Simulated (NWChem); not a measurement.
System: C2H7S cation; SMILES C[SH+]C

NWChem input:

```
start job
memory heap 200 mb stack 900 mb global 1100 mb
charge 1
geometry units angstroms noautosym nocenter noautoz
  C      0.543374     0.003381     1.436876
  S     -0.572183     0.045408     0.000000
  C      0.543374     0.003381    -1.436876
  H      1.282623    -0.813176     1.342752
  H     -0.096333    -0.126314     2.331196
  H      1.035242     0.994248     1.476077
  H     -0.977282    -1.265054     0.000000
  H      1.282623    -0.813176    -1.342752
  H     -0.096333    -0.126314    -2.331196
  H      1.035242     0.994248    -1.476077
end
basis spherical
  C library 6-31g*
  S library 6-31g*
  H library 6-31g*
end
dft
  xc pbe0
  iterations 150
end
cosmo
  do_cosmo_smd true
  solvent water
end
task dft energy
```

Structure relaxed at the PBE-D3(BJ)/def2-SVP level. Solvent: water.

Level: PBE0/6-31G* with SMD (1 M gas to 1 M solution), gas-phase geometry. Reactions with the solvent are ignored.

**Question.** Predict the main results of this run. (PBE0/6-31G* (spherical d), SMD on the gas-phase geometry.) Quantities: solvation free energy (kcal/mol); cavity-dispersion-structure term (kcal/mol).

**Answer.** The solvation free energy (kcal/mol) is -58.2 and the cavity-dispersion-structure term (kcal/mol) is 3.7.
